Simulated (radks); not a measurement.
The numbers below are computed, except where a source is named.
Mean orbital radii <r> (bohr) of the molybdenum ion Mo15+, [Ar] 3d9, of relativity; Dirac values are averaged over j with weights 2j + 1. Spin-unpolarised spherical Kohn-Sham, PBEsol, point nucleus unless stated (finite: rms radius 4.4091 fm), a radial shooting solver on a logarithmic mesh with Libxc functionals. A level marked "c x" has the speed of light scaled by that factor and shares open shells by 2j + 1; other Dirac levels either fill j = l - 1/2 first or share by 2j + 1.

| shell | non-rel. |
|---|---|
| 1s | 0.03632 |
| 2s | 0.1586 |
| 2p | 0.1359 |
| 3s | 0.4320 |
| 3p | 0.4244 |
| 3d | 0.3957 |

Give the values at the level "Dirac, low j first".

Answer. 
shell  Dirac, low j first  change of magnitude (%)
1s                0.03518                    -3.13
2s                 0.1533                    -3.34
2p                 0.1336                    -1.64
3s                 0.4206                    -2.64
3p                 0.4193                    -1.21
3d                 0.3959                    +0.07
